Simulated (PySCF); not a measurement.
Mg(F)(OH) (FHMgO), SMILES [OH][Mg][F].

Geometry: PBE-D3(BJ)/def2-TZVP. The values are those of a single conformer.

Computed with PySCF with B3LYP/def2-TZVPD.

The molecule is in vacuum.

```yaml
total_energy: -375.96274 hartree
point_group: Cs
highest_occupied_level: -8.04 eV
lowest_empty_level: -1.86 eV
orbital_gap: 6.17 eV
dipole_moment: 1.92 D
quadrupole, principal values (traceless, Buckingham form, about the centre of nuclear charge): -12.95, 5.48, 7.47 D·Å
mean_static_polarisability: 25.1 bohr³ (3.72 Å³)
polarisability_principal_values: 23.0, 23.7, 28.7 bohr³
```
